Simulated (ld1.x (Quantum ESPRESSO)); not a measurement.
## Mn (Z = 25), PAW: configuration errors across variants

* Element: Mn
* Generator: ld1.x (Quantum ESPRESSO) 7.5
* Type: PAW
* Functional: LDA (PZ)
* Relativity: fully relativistic
* Frozen core: [Ne]
* Valence charge: 15
* Reference configuration: 3s2 3p6 3d5 4s1.5 4p0.5
* Partial waves: 3s (bound): rcut 1.15, rcutus 1.30 bohr; 4s (bound): rcut 1.15, rcutus 1.30 bohr; 3p (bound): rcut 1.25, rcutus 1.30 bohr; 4p (bound): rcut 1.25, rcutus 1.30 bohr; 3d (bound): rcut 1.05, rcutus 1.25 bohr; 3d channel at 2.2 Ry: rcut 1.05, rcutus 1.25 bohr; 4f channel at -0.05 Ry: rcut 1.05, rcutus 1.20 bohr; 4f channel at 1.3 Ry: rcut 1.05, rcutus 1.20 bohr
* Local potential: all-electron potential smoothed inside 1.00 bohr (lloc = -1)
* Core correction: a·sin(br)/r model core, default radius (core density twice the valence density)
* Augmentation charge: PSQ, inside the norm-conserving radii

Open shells are filled in proportion to 2j + 1 (rel_dist='average').

All-electron excitation energies from the reference (eV): (1) 3s2 3p6 3d5 4s2 4p0 -1.933; (2) 3s2 3p6 3d5 4s1 4p0 6.721; (3) 3s2 3p6 3d5 4s0 4p0 22.598; (4) 3s2 3p6 3d5.5 4s1.5 4p0 -2.438; (5) 3s2 3p6 3d5 4s0 4p2 6.148; (6) 3s2 3p6 3d4 4s2 4p0 11.515; (7) 3s2 3p5 3d5 4s2 4p0 59.970.

The default core radius of the base comes out at 0.42 bohr.

The overlap operator is not positive definite (basis up to 400 Ry) in “type ultrasoft; local potential all-electron potential smoothed inside 1.20 bohr (lloc = -1); augmentation PSQ, radius 1.15 bohr”. Such files are unfit for use, however small their errors in these radial tests.

3 further variants failed, have other tests or another functional or relativity, and are left out.

Errors AE − PS in meV (a dash: test not solved or not reliable):

| change | (1) | (2) | (3) | (4) | (5) | (6) | (7) | bound ghosts |
| --- | --- | --- | --- | --- | --- | --- | --- | --- |
| base | 0.0 | 0.0 | 0.0 | +0.3 | +0.2 | +1.0 | -1.5 | not determined |
| waves 3s (bound): rcut 1.15, rcutus 1.44 bohr; 4s (bound): rcut 1.15, rcutus 1.44 bohr | 0.0 | +0.1 | 0.0 | +0.3 | +0.2 | +1.0 | -1.7 | not determined |
| type ultrasoft; local potential all-electron potential smoothed inside 1.20 bohr (lloc = -1); augmentation PSQ, radius 1.15 bohr | 0.0 | +0.2 | +1.6 | -8.6 | +0.4 | -53 | -46 | not determined (overlap not positive) |
| core correction a·sin(br)/r model core inside 0.52 bohr | 0.0 | 0.0 | +0.1 | +0.3 | +0.1 | +0.9 | -1.8 | not determined |
| wave 4f channel at -0.05 Ry: rcut 1.05, rcutus 1.20 bohr becomes 4f channel at 7.48 Ry: rcut 1.05, rcutus 1.20 bohr | 0.0 | 0.0 | 0.0 | +0.3 | +0.2 | +1.0 | -1.5 | not determined |
| augmentation BESSEL, radius 0.80 bohr | 0.0 | +0.1 | +0.1 | +0.2 | -0.1 | +1.5 | -0.9 | not determined |

(1) Give the same row for: waves 3d (bound): rcut 1.05, rcutus 1.44 bohr; 3d channel at 2.2 Ry: rcut 1.05, rcutus 1.44 bohr.

Results:

(1) 0.0, +0.1, +0.1, +0.2, +0.1, +0.2, -3.7; bound ghosts: not determined.
